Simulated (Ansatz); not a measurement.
Reactions of C$_{5}$H$_{4}$N$_{2}$ (`N#Cc1ccc[nH]1`).

Gas-phase electronic energies from Ansatz, PBE0-D4/def2-TZVP geometries. CCSD(T)/CBS is the MP2 limit (def2-TZVPP, def2-QZVPP) plus CCSD(T) − MP2 in def2-TZVPP, frozen cores. This one scheme is used for every species, atoms too. No spin–orbit coupling; open shells (•) take unrestricted orbitals. Spin–orbit coupling would lower the free atoms: a little for C. Bonds to Br are less sure, by a few kJ/mol each and by 10 to 20 or more in all where they break to atoms, as the def2 sets lack core-valence functions. Scalar relativity is left out up to krypton. Each species was taken in one conformer, which may not be the lowest.

**Question.** Order these by ΔE at CCSD(T)/CBS, lowest first. (An estimate is asked.)
A. `N#Cc1ccc[nH]1` + `OC(F)[SiH3]` → `N#CC(O)(F)[SiH3]` + pyrrole
B. `N#Cc1ccc[nH]1` + `OC(F)[SiH3]` → `N#COC(F)[SiH3]` + pyrrole
C. `N#Cc1ccc[nH]1` → 5 C• + 4 H• + 2 N•
D. `N#Cc1ccc[nH]1` + HBr → `Brc1ccc[nH]1` + `C#N`

**Answer.** A (+31.1 kJ/mol), D (+60.6 kJ/mol), B (+100.5 kJ/mol), C (+5297.8 kJ/mol).

Largest T1 diagnostic: 0.014, for `C#N`.
